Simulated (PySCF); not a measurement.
GeHF, SMILES [F][GeH] (connectivity only; charge and spin as stated), neutral, multiplicity 1. Atoms are numbered in the order given.

```xyz
3

Ge     0.0530     0.3724     0.0000
H     -1.5378     0.5547     0.0000
F     -0.0177    -1.3858     0.0000
```
Charge 0, spin multiplicity 1.

Coordinates come from a ωB97X-D3(BJ)/def2-TZVP optimisation.

The numbers are results of r2SCAN/def2-TZVPD in PySCF, not measurements.

Gas-phase values at a fixed geometry.

Computed frontier levels, gap, dipole moment and polarisability:
- highest occupied level = -6.41 eV
- lowest empty level = -3.60 eV
- orbital gap = 2.81 eV
- dipole moment = 1.78 D
- quadrupole, principal values (traceless, Buckingham form, about the centre of nuclear charge) = -3.50, -1.78, 5.28 D·Å
- mean static polarisability = 34.1 bohr³ (5.05 Å³)
- polarisability, principal values = 29.1, 33.7, 39.4 bohr³
